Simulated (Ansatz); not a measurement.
Abstraction of F: C3H8BF + CH7Si2 → C3H8B + CH7FSi2

Species: C3H8BF `CCB(C)F`, singlet; CH7Si2 `[SiH2]C[SiH3]`, doublet; C3H8B `C[B]CC`, doublet; CH7FSi2 `F[SiH2]C[SiH3]`, singlet. A radical takes F: the energy is the difference in strength between the B–F bond broken and the Si–F bond made.

Shapes, held fixed at every level: PBE0-D4/def2-TZVP. Flexible molecules stand in one conformer, not always the lowest. Programs: Ansatz 0.2.0. Electronic energies: no zero-point or thermal term.

```
               level                    kind  ΔE (kJ/mol)  less CCSD(T)/CBS estimate  CPU time (sum over the molecules)
       HF/def2-TZVPP            Hartree–Fock        +57.4                       -8.5                                  –
 B3LYP-D4/def2-TZVPP           global hybrid        +71.4                       +5.5                               61 s
  PBE0-D4/def2-TZVPP           global hybrid        +76.4                      +10.5                               45 s
  wB97M-V/def2-TZVPP  range-separated hybrid        +72.5                       +6.6                            2.7 min
  wB97X-V/def2-TZVPP  range-separated hybrid        +70.0                       +4.1                            2.1 min
   B2PLYP/def2-TZVPP           double hybrid        +70.4                       +4.5                               81 s
  CCSD(T)/def2-TZVPP   coupled cluster or CI        +73.0                       +7.1                             21 min
CCSD(T)/CBS estimate   coupled cluster or CI        +65.9                        0.0                             24 min
```

The highest level, CCSD(T)/CBS estimate, gives ΔE = +65.9 kJ/mol; the levels span +57.4 to +76.4. The column of differences is taken from that level and isn't an error. No measured value is set beside it here. Open shells run unrestricted unless RO is named. The CBS estimate extrapolates MP2 from def2-TZVPP and def2-QZVPP and adds CCSD(T) − MP2 in the triple-zeta set, cores frozen. Times are processor times on shared x86 and Arm servers, and rough.
